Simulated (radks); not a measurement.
Ru5+, configuration [Kr] 4d3.

Method: scalar-relativistic Kohn-Sham, PBE, spin-polarised, spherical densities, point nucleus; open shells are filled with parallel spins first (spin-orbit coupling, left out, can overturn this in heavy ions); computed with a radial shooting solver on a logarithmic mesh with Libxc functionals.

Energy parts (eV):
part                       energy
total                 -123130.074
kinetic                127340.096
electron-nucleus      -294284.964
Hartree                 47384.617
exchange-correlation    -3569.823

Orbitals (lengths in bohr, moments of r in powers of bohr; r(max) is where P^2 peaks):
| orbital | occ. | eigenvalue (eV) | r(max) | <r^4> | <r> |
|---|---|---|---|---|---|
| 1s down | 1 | -22008.92 | 0.02172 | 5.909e-06 | 0.03344 |
| 1s up | 1 | -22008.91 | 0.02172 | 5.909e-06 | 0.03344 |
| 2s up | 1 | -3226.423 | 0.1229 | 0.001076 | 0.1457 |
| 2s down | 1 | -3225.837 | 0.1229 | 0.001076 | 0.1457 |
| 2p up | 3 | -2897.009 | 0.09825 | 0.0007708 | 0.1270 |
| 2p down | 3 | -2896.570 | 0.09824 | 0.0007705 | 0.1269 |
| 3s up | 1 | -626.6736 | 0.3615 | 0.05300 | 0.4025 |
| 3s down | 1 | -626.3789 | 0.3615 | 0.05292 | 0.4024 |
| 3p up | 3 | -518.4702 | 0.3547 | 0.05765 | 0.4028 |
| 3p down | 3 | -518.1322 | 0.3548 | 0.05750 | 0.4027 |
| 3d up | 5 | -344.5799 | 0.3008 | 0.05920 | 0.3836 |
| 3d down | 5 | -344.0451 | 0.3010 | 0.05889 | 0.3835 |
| 4s up | 1 | -145.4969 | 0.9083 | 1.844 | 0.9963 |
| 4s down | 1 | -142.6910 | 0.9049 | 1.827 | 0.9929 |
| 4p up | 3 | -114.4933 | 0.9694 | 2.658 | 1.080 |
| 4p down | 3 | -111.5327 | 0.9653 | 2.653 | 1.078 |
| 4d up | 3 | -68.8106 | 1.122 | 6.378 | 1.309 |
| 4d down | 0 | -65.7980 | 1.118 | 6.600 | 1.315 |

The highest occupied level is 4d up at -68.811 eV. For comparison, the ionisation energy in NIST's Atomic Spectra Database is 76 eV (theoretical). In exact Kohn-Sham theory the highest level is minus the ionisation energy, but local and semilocal functionals leave it too shallow, through self-interaction and a potential that decays too fast; potentials with the right tail come closer. Spin moment in Bohr magnetons: 3. The density falls to 0.001 e/bohr^3 at r = 2.81 bohr.
